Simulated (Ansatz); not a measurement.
Problem. Name a neutral molecule of Mg, O, Si and H with LUMO energy (B3LYP/def2-TZVPP) between -2.05 and -1.75 eV and size of the dipole moment (ωB97M-V/def2-TZVPP) between 0.00 and 0.30 D (Ansatz, PBE0-D4/def2-TZVP geometry).

Solution. `[SiH3][O][Mg][O][SiH3]` (-1.95 eV, 0.01 D). Other molecules can fit too; these were computed, each in one conformer that needn't be the lowest.

B3LYP here is the variant with VWN-RPA as its local correlation; programs differ in this.
